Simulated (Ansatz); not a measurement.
`O[SiH2]C[Si](O)(Cl)Cl` + `OBS` → `O[Si](O)(Cl)Cl` + `O[SiH2]CBS`  (redistribution)

Gas-phase electronic energies from Ansatz, PBE0-D4/def2-TZVP geometries. CCSD(T)/CBS is the MP2 limit (def2-TZVPP, def2-QZVPP) plus CCSD(T) − MP2 in def2-TZVPP, frozen cores. Functionals use def2-TZVPP. B3LYP here is the variant with VWN-RPA as its local correlation; programs differ in this. Each species was taken in one conformer, which may not be the lowest.

| level | ΔE (kJ/mol) | difference from CCSD(T)/CBS |
| --- | --- | --- |
| PBE-D4 | 31.5 | 8.0 |
| ωB97M-V | 27.5 | 4.0 |
| PBE | 27.9 | 4.4 |
| r2SCAN | 23.5 | 0.0 |
| PBE0 | 25.0 | 1.5 |
| B3LYP | 22.5 | -1.0 |
| HF/def2-TZVPP | 14.3 | -9.2 |
| MP2/def2-TZVPP | 24.6 | 1.1 |
| CCSD/def2-TZVPP | 22.8 | -0.7 |
| MP2/CBS(def2) | 23.1 | -0.4 |
| CCSD(T)/CBS | 23.5 | 0 |

Largest T1 diagnostic among the species: 0.013.

In def2-TZVPP, CCSD(T) changes the Hartree–Fock value by +10.8 kJ/mol (the triples alone add +2.3 kJ/mol) and MP2 by +10.3 kJ/mol. The D4 term adds +5.6 kJ/mol with B3LYP and +3.4 kJ/mol with PBE0; it sums over pairs of atoms, weighted by their polarisabilities, and B3LYP, whose exchange is more repulsive, gets the larger term.
